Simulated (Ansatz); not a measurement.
Sn(OAc)H3 (C₂H₆O₂Sn), relaxed as a singlet with RKS PBE0-D4/def2-SVP in Ansatz, starting from the GFN2-xTB geometry. Force threshold 0.02 eV/Å.

In the def2 sets Sn takes a core potential; there is no spin–orbit coupling. Another isomer (singlet) lies 0.12 eV lower at PBE0-D4/def2-TZVP; other spin states weren't run for this one.

Start:

```
atom    x (Å)    y (Å)    z (Å)
  C1  -0.6370   0.0439   0.0879
  C2  -1.9444   0.1641  -0.6386
  O3   0.4110   0.0037  -0.6764
  O4  -0.5406  -0.0159   1.2970
 Sn5   2.1245  -0.1708   0.4928
  H6  -2.7606   0.2329   0.0735
  H7  -2.0743  -0.7071  -1.2760
  H8  -1.9192   1.0466  -1.2727
  H9   1.9865  -1.6158   1.2997
 H10   2.1865   1.2072   1.4191
 H11   3.1674  -0.1887  -0.8063
```

(1) Estimate the energy that the relaxation releases and the steps that it takes.

(2) Does the start keep its bonding and symmetry?

(3) Predict the relaxed structure.

Answers

(1) 7.9 kJ/mol, in 7 steps; 12 s on 4 threads of Arm Neoverse V1 on a shared host. No frequencies were taken in this run, so the end may be a saddle point.

(2) By distances, no bond broke or formed. The bond that changes most is Sn5–H11, from 1.67 to 1.72 Å (atoms count from 1).

(3) 
```tsv
atom	x (Å)	y (Å)	z (Å)
C1	-0.628	0.046	0.047
C2	-1.961	0.165	-0.630
O3	0.404	0.004	-0.754
O4	-0.484	-0.013	1.261
Sn5	2.063	-0.166	0.497
H6	-2.763	0.222	0.115
H7	-2.115	-0.704	-1.286
H8	-1.969	1.058	-1.271
H9	2.006	-1.649	1.331
H10	2.215	1.238	1.449
H11	3.232	-0.199	-0.759
```
Bond lengths: 2 × C–O 1.22 to 1.31 Å; 1 × C–C 1.50 Å; 1 × O–Sn 2.08 Å; 3 × H–Sn 1.70 to 1.72 Å; 3 × C–H 1.10 Å.
